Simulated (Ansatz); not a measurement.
Stepwise reaction of `[CH3][Nb](=[O])([F])[F]` with water, as a gas-phase model of exchange steps in deposition or etching. ΔE in kJ/mol; ΔG adds harmonic PBE0-D4 terms to CCSD(T)/CBS, at 1 bar.

Program: Ansatz. Geometries: PBE0-D4/def2-TZVP. ΔE: electronic, gas phase. CBS: MP2 limit from def2 TZ/QZ plus the TZ coupled-cluster correction, frozen cores. This one scheme is used for every species. Functionals use def2-TZVPP. B3LYP here is the variant with VWN-RPA as its local correlation; programs differ in this. Elements past krypton have def2 core potentials. For Nb outer-core shells are correlated without core-valence functions, which leaves a few kJ/mol of doubt a bond. Each species was taken in one conformer, which may not be the lowest.

```json
{"step": "2", "reaction": "`[CH3][Nb](=[O])([OH])[F]` + H₂O → `[CH3][Nb](=[O])([OH])[OH]` + H–F", "PBE-D4": "38.5", "B3LYP-D4": "37.5", "ωB97M-V": "38.2", "CCSD(T)/CBS": "32.4", "ΔG(600 K)": "33.5"}
```

Problem. Give the row of step 1, `[CH3][Nb](=[O])([F])[F]` + H₂O → `[CH3][Nb](=[O])([OH])[F]` + H–F. (Estimate.)

Solution. Ansatz gave: 
| step | reaction | PBE-D4 | B3LYP-D4 | ωB97M-V | CCSD(T)/CBS | ΔG(600 K) |
| --- | --- | --- | --- | --- | --- | --- |
| 1 | `[CH3][Nb](=[O])([F])[F]` + H₂O → `[CH3][Nb](=[O])([OH])[F]` + H–F | 32.2 | 31.0 | 31.9 | 26.3 | 28.9 |

Problem. By hand: ΔE of the 2 steps together at CCSD(T)/CBS.

Solution. (26.3) + (32.4) = 58.7 kJ/mol, or 29.4 kJ/mol a step.

In ΔE each step is higher than the one before. All are uphill at CCSD(T)/CBS. ΔG lies between 28.9 and 33.5 kJ/mol a step. PBE-D4 differs from CCSD(T)/CBS by 5.9 to 6.1 kJ/mol a step. Only this route is followed, and other bonds may react first. Isolated molecules leave out the surface, adducts and barriers. Largest T1 diagnostic: 0.022.
